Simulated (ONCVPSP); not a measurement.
**Before and after: ONCV potential for carbon**

* Element: C
* Generator: ONCVPSP 4.0.1
* Type: optimised norm-conserving Vanderbilt (ONCV)
* Functional: LDA (Perdew-Wang 92)
* Relativity: scalar-relativistic
* Frozen core: [He]
* Valence charge: 4
* Reference configuration: 2s1.5 2p2.5
* Partial waves: 2s: rc 1.10 bohr, ncon 3, nbas 6, qcut 5.8 1/bohr, 2 projectors, debl 3.8 Ha; 2p: rc 2.90 bohr, ncon 4, nbas 7, qcut 3.7 1/bohr, 2 projectors, debl 1.1 Ha; d scattering state at 0.15 Ha: rc 2.90 bohr, ncon 3, nbas 6, qcut 3.7 1/bohr, 1 projector
* Local potential: polynomial inside 0.95 bohr (lpopt 2, dvloc0 0 Ha)
* Core correction: polynomial model core, fcfact 0.35

Change: p: qcut 4.3.

Cutoffs: the cutoffs (Ha) at which the residual kinetic energy of the hardest occupied pseudo-wave falls to 1 and 0.1 mHa per electron; they do not see the model core or the augmentation charge, which bear on the density cutoff. Errors are all-electron minus pseudo energies relative to the spin-unpolarised reference configuration.

Question: How do hardness, ghosts and transferability respond?

Answer: The potential gets neither clearly harder nor softer (17 Ha and 66 Ha → 17 Ha and 66 Ha); of the 4 tests that both files solve, the error grows in 0 and shrinks in 4 by more than 15 % and 0.3 meV (median size 181.5 → 148.3 meV); neither file shows a bound ghost.

```tsv
quantity	base	changed
cutoff, loose	17 Ha	17 Ha
cutoff, tight	66 Ha	66 Ha
loose cutoff by channel	s 17 Ha, p 6.4 Ha	s 17 Ha, p 7.0 Ha
bound ghosts	none	none
GHOST(+) flags under 300 eV	none	none
error for 2s2 2p2, meV [ΔE -4.12 eV]	-14	-10
error for 2s2 2p1, meV [ΔE 6.87 eV]	+332	+275
error for 2s2 2p0, meV [ΔE 31.13 eV]	+1872	+1556
error for 2s1 2p2, meV [ΔE 15.36 eV]	+31	+22
s: phases at 1.12 bohr within 0.05 rad from the reference energy up to (Ha; the scan ends near 5)	to the end of the scan	to the end of the scan
p: phases at 2.94 bohr within 0.05 rad from the reference energy up to (Ha; the scan ends near 5)	2.8	2.6
d: phases at 2.94 bohr within 0.05 rad from the reference energy up to (Ha; the scan ends near 5)	1.5	1.5
rms error of d²Exc/dni dnj with the model core, mHa	0.19	0.33
```
